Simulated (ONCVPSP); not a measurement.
Varying the ONCV potential for Pt (Z = 78)

Base potential:

```json
{
 "Element": "platinum",
 "Generator": "ONCVPSP 4.0.1",
 "Type": "optimised norm-conserving Vanderbilt (ONCV)",
 "Functional": "revPBE",
 "Relativity": "scalar-relativistic",
 "Frozen core": "[Kr] 4d10 4f14 5s2",
 "Valence charge": "16",
 "Reference configuration": "5p6 5d9 6p1",
 "Partial waves": "s scattering state at 0.07 Ha: rc 2.20 bohr, ncon 5, nbas 9, qcut 2.6 1/bohr, 2 projectors, debl 2.3 Ha; 5p+6p: rc 2.05 bohr, ncon 5, nbas 9, qcut 8 1/bohr, 2 projectors; 5d: rc 2.20 bohr, ncon 3, nbas 8, qcut 8.3 1/bohr, 2 projectors, debl 3.3 Ha; f scattering state at 0.2 Ha: rc 2.05 bohr, ncon 3, nbas 8, qcut 4.9 1/bohr, 2 projectors, debl 3.3 Ha",
 "Local potential": "polynomial inside 1.40 bohr (lpopt 3, dvloc0 1 Ha)",
 "Core correction": "polynomial model core, fcfact 0.75"
}
```

In the s channel the program set the typed energies aside and used 0.050, 2.350 Ha.

All-electron outer shells of the reference configuration (revPBE, scalar-relativistic, ld1.x):

| shell | level (eV) | outermost node (bohr) | outermost maximum (bohr) |
| --- | --- | --- | --- |
| 4f | -72.03 | – | 0.38 |
| 5p | -58.05 | 0.53 | 0.98 |
| 5d | -8.08 | 0.57 | 1.26 |
| 6p | -1.76 | 1.36 | 3.47 |

Cutoffs, loose and tight: the cutoffs (Ha) at which the residual kinetic energy of the hardest occupied pseudo-wave falls to 1 and 0.1 mHa per electron. They do not see the model core or the augmentation charge, which bear on the density cutoff. Test errors are all-electron minus pseudo excitation energies from the reference, over the configurations 5p6 5d9 6s1 6p0; 5p6 5d9 6p0; 5p6 5d8 6p0; 5p6 5d8 6s2 6p0. A dash means not determined; rows that change the core or the reference have their own tests.

For the base: The cutoffs count occupied waves only; projector 2 of the f channel, the hardest unoccupied one, needs 66 Ha at the loose tolerance.

```tsv
change	outcome	cutoff, loose	cutoff, tight	bound ghosts	GHOST(+) flags above zero	largest test error (meV)
base	generated, projector energies reset by the program	19 Ha	22 Ha	none	s	-17
s: qcut 1.7; p: qcut 5.3; d: qcut 5.5; f: qcut 3.3	generated, projector energies reset by the program	13 Ha	30 Ha	none	s, d, f	+19
s: qcut 1.9; p: qcut 5.8; d: qcut 6.1; f: qcut 3.6	generated, projector energies reset by the program	14 Ha	17 Ha	none	s, d, f	-10
s: qcut 2.2; p: qcut 6.8; d: qcut 7; f: qcut 4.1	generated, projector energies reset by the program	16 Ha	19 Ha	none	s, d, f	-11
s: qcut 2.5; p: qcut 7.7; d: qcut 8; f: qcut 4.7	generated, projector energies reset by the program	18 Ha	22 Ha	none	s	-18
s: qcut 3; p: qcut 9.2; d: qcut 9.5; f: qcut 5.6	failed: ERROR pspot: first pseudo wave function has node, program will stop	–	–	–	–	–
s: qcut 3.2; p: qcut 9.9; d: qcut 10.3; f: qcut 6.1	failed: ERROR pspot: first pseudo wave function has node, program will stop	–	–	–	–	–
s: qcut 3.6; p: qcut 11; d: qcut 11.4; f: qcut 6.7	failed: ERROR pspot: first pseudo wave function has node, program will stop	–	–	–	–	–
s: qcut 3.8; p: qcut 11.6; d: qcut 12; f: qcut 7.1	failed: ERROR pspot: first pseudo wave function has node, program will stop	–	–	–	–	–
```

(1) What comes out with this change to the base: s: qcut 2.7; p: qcut 8.4; d: qcut 8.7; f: qcut 5.1?

## Answers

(1) outcome: generated, projector energies reset by the program; cutoff, loose: 19 Ha; cutoff, tight: 23 Ha; bound ghosts: none; GHOST(+) flags above zero: s; largest test error (meV): +17.
